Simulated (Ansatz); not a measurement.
Gas-phase electronic energies from Ansatz, PBE0-D4/def2-TZVP geometries. CCSD(T)/CBS is the MP2 limit (def2-TZVPP, def2-QZVPP) plus CCSD(T) − MP2 in def2-TZVPP, frozen cores. DFT in def2-TZVPP. B3LYP here is the variant with VWN-RPA as its local correlation; programs differ in this. Each species was taken in one conformer, which may not be the lowest.

Consider the isomerisation: `C/C=C(\C)[SiH3]` → `C=CCC[SiH3]`.

```tsv
level	ΔE (kJ/mol)	difference from CCSD(T)/CBS
r2SCAN-D4	18.8	4.8
B3LYP-D4	17.7	3.7
ωB97M-V	14.0	0.0
r2SCAN	19.0	5.0
HF/def2-TZVPP	12.3	-1.7
MP2/def2-TZVPP	16.1	2.1
SCS-MP2/def2-TZVPP	14.5	0.5
HF/def2-QZVPP	12.4	-1.6
MP2/def2-QZVPP	16.3	2.3
CCSD/CBS(def2)	12.9	-1.1
CCSD(T)/CBS	14.0	0
```

Largest T1 diagnostic among the species: 0.011.

CCSD(T)/CBS has its own doubt, a few kJ/mol and more with outer-core shells, so smaller differences from it don't rank the levels.
